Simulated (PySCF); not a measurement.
Ligands exchanged one at a time, Al H-SH. Isolated molecules, 0 K electronic values unless said otherwise. One relaxed conformer stands for each flexible species; it need not be the lowest. Strings in code marks are SMILES.

The S1–T1 gap (TDA) from two functionals at the same geometries (PBE0-D3(BJ)/def2-TZVP), both in PySCF: PBE-D3(BJ)/def2-TZVP and TPSSh-D3(BJ)/def2-TZVP. Excitations are Tamm–Dancoff values on a coarser integration grid. The basis has no diffuse functions, so Rydberg states are missing or too high.

| species | PBE-D3(BJ)/def2-TZVP (eV) | TPSSh-D3(BJ)/def2-TZVP (eV) |
|---|---|---|
| 1 of 3 H replaced by SH | 0.95 | 0.91 |
| 2 of 3 H replaced by SH | 0.73 | 0.75 |
| 3 of 3 H replaced by SH (`[SH][Al]([SH])[SH]`) | 0.19 | 0.32 |

Over these rows, drawn at random from the members with no instability flagged (it was tested for open shells, ions and some series alone), PBE minus TPSSh-D3(BJ): mean -0.03 eV, from -0.13 eV to +0.04 eV.
